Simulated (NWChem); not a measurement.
# SiBr2, singlet; SMILES Br[Si]Br

Computed with NWChem. Low-valent species are run as closed-shell singlets; no triplet was tried in these runs. Coordinates come from a PBE-D3(BJ)/def2-SVP optimisation.

Question: What does the run give for PBE/def2-TZVP? Quantities: highest occupied level (eV); orbital gap (eV); dipole (D).

Answer: 
| Property | Result |
|---|---|
| highest occupied level (eV) | -6.55 |
| orbital gap (eV) | 2.68 |
| dipole (D) | 0.87 |
